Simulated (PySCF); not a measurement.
Hf(NH2)3(Me) (CH9HfN3), SMILES [CH3][Hf]([NH2])([NH2])[NH2], multiplicity 1. Coordinates come from a PBE-D3(BJ)/def2-SVP optimisation. The spin state was assumed, not searched. The def2 effective core potentials stand for the cores of Hf; spin–orbit coupling is left out. The values are those of a single conformer.

Computed equilibrium geometry at PBE-D3(BJ)/def2-SVP (PySCF confirms it by a frequency run) as Cartesian coordinates in Å, and its point group (one conformer of several):
point group C3.
```xyz
14

Hf     0.0000     0.0000    -0.0408
N      1.7491     0.8833    -0.6442
H      2.0463     1.8084    -0.3069
H      2.4950     0.5166    -1.2454
N     -0.1096    -1.9564    -0.6442
H      0.5430    -2.6763    -0.3069
H     -0.8001    -2.4190    -1.2454
N     -1.6395     1.0732    -0.6442
H     -2.5893     0.8679    -0.3069
H     -1.6949     1.9024    -1.2454
C      0.0000     0.0000     2.2075
H      0.7741    -0.6818     2.6273
H     -0.9775    -0.3295     2.6273
H      0.2034     1.0113     2.6273
```
Charge 0, spin multiplicity 1.
